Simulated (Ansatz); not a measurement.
`F[C](F)(F)[GeH3]` + H₂ → `F[CH](F)[GeH3]` + H–F  (hydrogenolysis of a C–F bond)

Calculated with Ansatz (gas phase, PBE0-D4/def2-TZVP geometries, no zero-point term in ΔE). CCSD(T)/CBS adds triple-zeta CCSD(T) − MP2 to the extrapolated MP2 energy (def2 sets, frozen cores). This one scheme is used for every species. Functionals use def2-TZVPP. For Ge outer-core shells are correlated without core-valence functions, which leaves a few kJ/mol of doubt a bond. Scalar relativity is left out up to krypton.

```csv
level,ΔE (eV)
CAM-B3LYP-D4,-0.35
HF/def2-TZVPP,-0.43
SCS-MP2/def2-TZVPP,-0.46
CCSD/def2-TZVPP,-0.47
```

Problem. What does CCSD(T)/CBS give? (An estimate is asked.)

Solution. The calculation gave: -0.49 eV. The listed levels differ from it by 0.14, 0.06, 0.03, 0.02 eV.

Problem. What do rigid-rotor, harmonic-oscillator terms from PBE0-D4/def2-TZVP frequencies (298.15 K, 1 bar) make of the CCSD(T)/CBS value? (An estimate is asked.)

Solution. Computed: ΔZPE = +0.20 eV, ΔH = -0.30 eV, ΔS = 37 J/(mol·K), ΔG = -0.41 eV.

Largest T1 diagnostic among the species: 0.012.

From BLYP to BHLYP (50 % exact exchange), in def2-TZVPP and without D4, ΔE moves by −0.05 eV. Leaving LDA and LC-ωPBE aside and taking each functional with its dispersion term where it has one, the values, not all of them listed here, spread over 0.17 eV, from PBE-QIDH to r2SCAN-D4. LDA lies +0.11 eV from PBE without D4. At CCSD(T), def2-SVP lies +0.29 eV from the extrapolated value and def2-TZVPP +0.05 eV.
